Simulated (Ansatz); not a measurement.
Born–Oppenheimer molecular dynamics of F3GeH (5 atoms, charge 0, multiplicity 1). It starts from a relaxed structure.

Level of theory: Ansatz, RKS revPBE-D4/def2-SVP.

* ensemble: NVT, Nosé–Hoover chain
* time step: 1 fs
* steps asked: 100
* set temperature: 400 K
* thermostat: time constant 100 fs, chain length 3 (defaults)
* seed: 613455

Frames 5 fs apart, positions in Å, forces in eV/Å.

Velocities at 30.0 fs (Å/ps):

```
Ge 0.35 0.45 -0.02
H -1.47 -15.33 -13.65
F 0.51 -0.47 0.63
F -1.04 -1.95 -0.18
F -0.73 1.53 0.36
```

```xyz
5
Properties=species:S:1:pos:R:3:forces:R:3 time_fs=30.0 energy_less_start_eV=0.125 T=82
Ge 0.037 0.006 0.084 -0.47 -0.42 -0.29
H 0.076 -0.087 1.622 -0.01 0.15 -0.13
F 1.646 -0.013 -0.582 -0.06 0.08 0.01
F -0.900 1.271 -0.644 0.25 0.70 0.22
F -0.889 -1.276 -0.647 0.29 -0.51 0.19
5
Properties=species:S:1:pos:R:3:forces:R:3 time_fs=35.0 energy_less_start_eV=0.152 T=14
Ge 0.038 0.007 0.083 -0.46 -0.53 -0.86
H 0.069 -0.143 1.579 0.02 0.19 0.56
F 1.648 -0.014 -0.579 -0.05 0.12 -0.01
F -0.904 1.266 -0.644 0.24 0.79 0.21
F -0.891 -1.271 -0.644 0.25 -0.57 0.10
5
Properties=species:S:1:pos:R:3:forces:R:3 time_fs=40.0 energy_less_start_eV=0.142 T=40
Ge 0.037 0.007 0.079 -0.43 -0.56 0.13
H 0.066 -0.152 1.629 0.01 0.28 -0.37
F 1.650 -0.015 -0.576 -0.04 0.12 -0.02
F -0.904 1.270 -0.641 0.25 0.75 0.21
F -0.889 -1.274 -0.640 0.22 -0.59 0.06
5
Properties=species:S:1:pos:R:3:forces:R:3 time_fs=45.0 energy_less_start_eV=0.106 T=133
Ge 0.035 0.005 0.076 -0.46 -0.27 -0.05
H 0.065 -0.097 1.618 0.00 0.18 -0.18
F 1.651 -0.013 -0.573 -0.07 0.09 -0.04
F -0.902 1.285 -0.635 0.31 0.55 0.21
F -0.885 -1.285 -0.635 0.21 -0.54 0.06
5
Properties=species:S:1:pos:R:3:forces:R:3 time_fs=50.0 energy_less_start_eV=0.078 T=212
Ge 0.032 0.002 0.072 -0.50 0.11 -0.77
H 0.065 0.000 1.577 0.00 0.01 0.53
F 1.651 -0.011 -0.571 -0.11 0.03 -0.06
F -0.895 1.306 -0.626 0.37 0.27 0.19
F -0.878 -1.302 -0.629 0.23 -0.42 0.11
5
Properties=species:S:1:pos:R:3:forces:R:3 time_fs=55.0 energy_less_start_eV=0.058 T=272
Ge 0.026 -0.001 0.066 -0.45 0.44 0.14
H 0.064 0.101 1.621 -0.03 -0.17 -0.37
F 1.650 -0.009 -0.569 -0.14 -0.02 -0.06
F -0.883 1.331 -0.615 0.37 0.03 0.13
F -0.869 -1.325 -0.622 0.24 -0.27 0.17
5
Properties=species:S:1:pos:R:3:forces:R:3 time_fs=60.0 energy_less_start_eV=0.049 T=305
Ge 0.020 -0.002 0.060 -0.37 0.56 0.06
H 0.056 0.162 1.601 -0.04 -0.28 -0.21
F 1.647 -0.006 -0.568 -0.17 -0.06 -0.07
F -0.867 1.358 -0.602 0.32 -0.13 0.03
F -0.855 -1.352 -0.612 0.25 -0.09 0.19
5
Properties=species:S:1:pos:R:3:forces:R:3 time_fs=65.0 energy_less_start_eV=0.046 T=325
Ge 0.011 -0.002 0.054 -0.24 0.37 -0.64
H 0.039 0.161 1.548 -0.02 -0.22 0.63
F 1.642 -0.004 -0.568 -0.18 -0.06 -0.09
F -0.846 1.383 -0.589 0.21 -0.18 -0.07
F -0.839 -1.381 -0.600 0.23 0.09 0.17
5
Properties=species:S:1:pos:R:3:forces:R:3 time_fs=70.0 energy_less_start_eV=0.022 T=399
Ge 0.002 0.000 0.047 -0.06 0.16 0.48
H 0.017 0.104 1.599 -0.03 -0.20 -0.32
F 1.634 -0.003 -0.569 -0.16 -0.03 -0.09
F -0.822 1.406 -0.576 0.08 -0.14 -0.14
F -0.819 -1.408 -0.585 0.17 0.22 0.08
5
Properties=species:S:1:pos:R:3:forces:R:3 time_fs=75.0 energy_less_start_eV=0.021 T=418
Ge -0.007 0.002 0.040 0.10 -0.23 0.71
H -0.012 0.004 1.598 -0.01 -0.01 -0.35
F 1.624 -0.003 -0.572 -0.11 0.01 -0.10
F -0.797 1.428 -0.564 -0.05 -0.06 -0.18
F -0.796 -1.434 -0.569 0.07 0.29 -0.07
5
Properties=species:S:1:pos:R:3:forces:R:3 time_fs=80.0 energy_less_start_eV=0.053 T=350
Ge -0.017 0.004 0.036 0.24 -0.48 -0.04
H -0.045 -0.102 1.536 0.00 0.16 0.61
F 1.613 -0.002 -0.576 -0.04 0.06 -0.11
F -0.772 1.450 -0.555 -0.14 -0.03 -0.19
F -0.773 -1.457 -0.554 -0.06 0.29 -0.27
5
Properties=species:S:1:pos:R:3:forces:R:3 time_fs=85.0 energy_less_start_eV=0.086 T=279
Ge -0.026 0.004 0.032 0.29 -0.59 0.88
H -0.076 -0.170 1.573 0.04 0.34 -0.20
F 1.601 0.000 -0.581 0.05 0.07 -0.11
F -0.748 1.472 -0.548 -0.20 -0.07 -0.17
F -0.749 -1.476 -0.542 -0.18 0.25 -0.40
```

Of the whole run (100 fs, mean temperature of the second half 301 K): The conserved energy stayed within 0.12 meV per atom of its start (net change 0.026 meV per atom), so the integration is sound. The mean temperature of the second half is 25 % below the set value. A run of 0.1 ps of so small a system gives no equilibrium averages.

Time of the run: 2.1 min on 1 thread of Intel(R) Xeon(R) Platinum 8488C (Sapphire Rapids) (shared host), peak memory 0.16 GiB.
